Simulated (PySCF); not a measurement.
SbF₃, SMILES [F][Sb]([F])[F].

Geometry: B3LYP-D3(BJ)/def2-SVP. The isomer is the one that the SMILES or the coordinates give; other isomers of the formula were not compared. The def2 effective core potentials stand for the cores of Sb; spin–orbit coupling is left out.

Level of theory: HF/def2-TZVPD (PySCF).

Symmetry labels are those of the subgroup Cs that the program uses (full group C3v).

Computed valence orbital energies around the gap with their symmetry:
| orbital | symmetry | energy (eV) |
|---|---|---|
| HOMO−7 | A" | -18.48 |
| HOMO−6 | A' | -18.14 |
| HOMO−5 | A' | -17.60 |
| HOMO−4 | A" | -17.60 |
| HOMO−3 | A" | -17.05 |
| HOMO−2 | A' | -17.05 |
| HOMO−1 | A" | -17.05 |
| HOMO | A' | -13.05 |
| LUMO | A' | 0.81 |
| LUMO+1 | A" | 0.81 |
| LUMO+2 | A' | 1.73 |
| LUMO+3 | A' | 2.13 |
